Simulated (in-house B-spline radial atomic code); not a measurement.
Configurations of Tc VII (Tc6+), with energies counted from [Kr] 4d1. Computed with a radial B-spline atomic code at the basis-set limit: scalar-relativistic (X2C) OLYP, spin-polarised, spherical fractional occupations, Fermi nucleus of rms radius 4.41117 fm. Shells without spins written out take the highest spin.

Occupations are held fixed; configurations that lie above the ionisation limit could autoionise.

```
            configuration  E - E(ref) (eV)  highest orbital  its <r> (bohr)
                 [Kr] 5s1           20.831            5s up           2.157
    [Kr] 5p(1 up, 0 down)           30.075            5p up           2.373
    [Kr] 5d(1 up, 0 down)           43.708            5d up           2.836
                 [Kr] 5f1           57.405            5f up           3.639
[Ar] 3d10 4s2 4p5 4d1 5d1           87.316            5d up           2.816
 [Ar] 3d9 4s2 4p6 4d1 5s1           287.79            5s up           2.109
```

Q: Order these further configurations by energy, lowest first.
A. [Ar] 3d(4 up, 5 down) 4s2 4p6 4d(0 up, 1 down) 5f(0 up, 1 down)
B. [Ar] 3d10 4s2 4p(3 up, 2 down) 4d(1 up, 0 down) 5s(1 up, 0 down)
C. [Ar] 3d9 4s2 4p6 4d1 4f1
D. [Ar] 3d9 4s2 4p6 4d1 5p1
E. [Kr] 4f1

A: E (39.465 eV), B (63.931 eV), D (297.34 eV), C (306.01 eV), A (325.19 eV).

Q: How far above the reference does [Ar] 3d9 4s2 4p6 4d2 lie?

A: 263.87 eV; its least bound orbital is 4d up with <r> = 1.261 bohr.

Q: How far above the reference does [Ar] 3d9 4s2 4p6 4d1 5d1 lie?

A: 311.35 eV; its least bound orbital is 5d up with <r> = 2.77 bohr.
